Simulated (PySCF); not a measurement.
Relaxation of singlet Li2I2

Level of theory: PySCF, PBE0, basis Li def2-TZVP, I def2-TZVP with ECP28 (scalar-relativistic core potentials, no spin–orbit coupling, density fitting). A (50,194) grid was used.

A hand-made rhombic ring start, of D2h symmetry, held to at least that symmetry:

```xyz
4
charge 0 multiplicity 1, angstrom
Li    1.9230    0.0000    0.0000
Li   -1.9230    0.0000    0.0000
I     0.0000    2.0621    0.0000
I     0.0000   -2.0621    0.0000
```

Problem. What forces act on the atoms at the start (eV/Å)?

Solution. 
```tsv
atom	Fx	Fy	Fz
Li1	-1.03	0.00	0.00
Li2	1.03	0.00	0.00
I3	0.00	-0.30	0.00
I4	0.00	0.30	0.00
```

Problem. What does it relax to?

Solution. It ends at D2h with Li–I 2.573 Å (×4); I–Li–I 114.1° (×2), Li–I–Li 65.9° (×2) (after a last refinement on a finer grid). A frequency run shows a minimum. Other isomers or separated fragments may lie lower.

Problem. How much energy is released, and in how many steps?

Solution. 56.1 kJ/mol in 5 steps.
